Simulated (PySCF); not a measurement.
Dipole response of Os (osmium, neutral)

[Xe] 4f14 5d6 6s2, high-spin 5D determinant. Computed with PySCF 2.14 in aug-cc-pVTZ-PP with ECP60MDF (6s6p5d3f2g, 88 functions), with scalar relativity through the core potential. Coupled (time-dependent) response in atomic units; α is the mean over directions.

| method | mean α (bohr³) | α xx, yy, zz | C₆ (like pair) | S(−4) |
| --- | --- | --- | --- | --- |
| B97-3 | 57.63 | 57.45, 57.45, 57.97 | 657.3 | 1258 |
| PBEsol | 54.80 | 53.73, 53.73, 56.93 | 618.6 | 1147 |

S(−4) is the Cauchy moment in α(ω) = α(0) + S(−4) ω² + …

Reference α: 57 ± 3 bohr³ (recommended; Schwerdtfeger and Nagle, table of static dipole polarizabilities (2023 update)). Published C₆: 584.0 (Gould and Bucko (2016)).

Spin-orbit coupling is absent.

α(iu) at PBEsol:

```csv
u (hartree),α(iu) (bohr³)
0,54.80
0.0500,52.14
0.100,45.99
0.200,33.07
0.300,24.10
0.500,14.60
0.750,9.280
1.00,6.559
1.50,3.876
2.00,2.585
3.00,1.388
5.00,0.5825
```

The components differ because the open shell of this determinant is not spherical; for a pure term their mean is the scalar polarisability.

Energies and moments cover only the electrons outside the core potential. Spin-orbit coupling, absent here, splits the open shell strongly.
